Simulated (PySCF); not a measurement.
Atomic charges by several schemes

Compound: CH7NSSi.
Numbering: `[CH3:1][S:2][SiH2:3][NH2:4]` (hydrogens: H5, H6, H7 on C1; H8, H9 on Si3; H10, H11 on N4)

Cartesian coordinates in Å at the PBE0-D3(BJ)/def2-SVP level; atoms count from 1:
```
atom  x, y, z in Å
C1    -2.157    0.024   -0.092
S2    -0.766    0.913    0.677
Si3    0.878   -0.062   -0.315
N4     2.350    0.816   -0.148
H5    -2.096    0.058   -1.190
H6    -2.204   -1.023    0.242
H7    -3.078    0.533    0.225
H8     1.126   -1.423    0.248
H9     0.485   -0.186   -1.753
H10    2.922    0.666    0.675
H11    2.405    1.780   -0.459
```

Density: PBE0/pcSseg-1 (PySCF); schemes: Mulliken, IAO, Hirshfeld and ESP-fitted. One conformer (not necessarily the lowest) at the PBE0-D3(BJ)/def2-SVP geometry, without solvent, vibrations or thermal averaging.

Task: Atoms with like bonding are taken together and averaged. Do the Mulliken, IAO, Hirshfeld and ESP-fitted schemes agree on where the charge is lowest?

Result: All schemes agree: Mulliken N4 (-0.633); IAO N4 (-0.827); Hirshfeld N4 (-0.311); ESP-fitted N4 (-1.029).

Task: Do the Mulliken, IAO, Hirshfeld and ESP-fitted schemes agree on where the charge is highest?

Result: All schemes agree: Mulliken Si3 (+0.685); IAO Si3 (+0.815); Hirshfeld Si3 (+0.336); ESP-fitted Si3 (+0.669).

Task: Tabulate the Mulliken, IAO, Hirshfeld and ESP-fitted charges.

Result: In e; atoms taken as equivalent share a row and are averaged (×n: the atom named and its like, n in all):

```csv
atom,environment,Mulliken,IAO,Hirshfeld,ESP-fitted
C1,S-methyl carbon,-0.421,-0.494,-0.116,-0.374
S2,sulfur bonded to C and Si,-0.319,-0.217,-0.127,-0.319
Si3,SiH2 silicon,+0.685,+0.815,+0.336,+0.669
N4,silicon-bound nitrogen,-0.633,-0.827,-0.311,-1.029
H5/H6/H7,methyl hydrogen,+0.157,+0.156,+0.046,+0.151
H8/H9,Si–H hydrogen,-0.096,-0.140,-0.083,-0.107
H10/H11,N–H hydrogen,+0.205,+0.267,+0.123,+0.407
```

Mean size of the charges over all atoms: ESP-fitted 0.352 e, IAO 0.331 e, Mulliken 0.285 e, Hirshfeld 0.131 e. Each set sums to the total charge, 0, to within 0.001 e. The Mulliken scheme counts on each atom the diagonal of the density matrix times the overlap matrix over that atom's basis functions. The ESP scheme is a least-squares fit of atom-centred charges to the potential on four shells outside the van der Waals surface, with the total charge fixed.

Some averages cover members that differ in this geometry: H5/H6/H7, ESP-fitted +0.125 to +0.197 e.

Task: How closely do the schemes follow one another over all atoms?

Result: Correlation coefficient and root-mean-square difference: Mulliken with IAO 0.99, 0.086 e; IAO with Hirshfeld 0.98, 0.258 e; Mulliken with Hirshfeld 0.98, 0.192 e; IAO with ESP-fitted 0.97, 0.109 e; Hirshfeld with ESP-fitted 0.97, 0.290 e; Mulliken with ESP-fitted 0.96, 0.149 e.

Task: Sum the charges by element, for elements with more than one atom.

Result: 
```json
{"element": "H", "atoms": "7", "Mulliken": "+0.688", "IAO": "+0.723", "Hirshfeld": "+0.218", "ESP-fitted": "+1.053"}
```
